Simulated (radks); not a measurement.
Spin polarisation of the 4f10 shell in Dy2+. Start: [Xe] 4f(up 5, down 5); electrons of 4f are moved from spin down to spin up, other shells keep equal spins. Calculated with a radial shooting solver on a logarithmic mesh with Libxc functionals: non-relativistic Kohn-Sham, r2SCAN, spin-polarised, spherical densities, point nucleus; meta-GGA in the generalised Kohn-Sham scheme.

moment (Bohr magnetons),E - E(0) (eV),e(4f up) (eV),e(4f down) (eV),5p down minus up (eV),5s down minus up (eV),4d down minus up (eV)
0,0.000,-20.158,-20.158,0.000,0.000,0.000
1,-0.260,-20.661,-19.620,0.316,0.426,1.160
2,-1.041,-21.127,-19.046,0.632,0.852,2.320
3,-2.341,-21.556,-18.436,0.950,1.281,3.479
4,-4.161,-21.947,-17.790,1.272,1.711,4.637

At moment 4 the spin-polarisation energy is -4.161 eV and the 4f exchange splitting 4.157 eV, that is 1.039 eV per Bohr magneton; E = -I m^2/4 would give I = 1.040 eV.
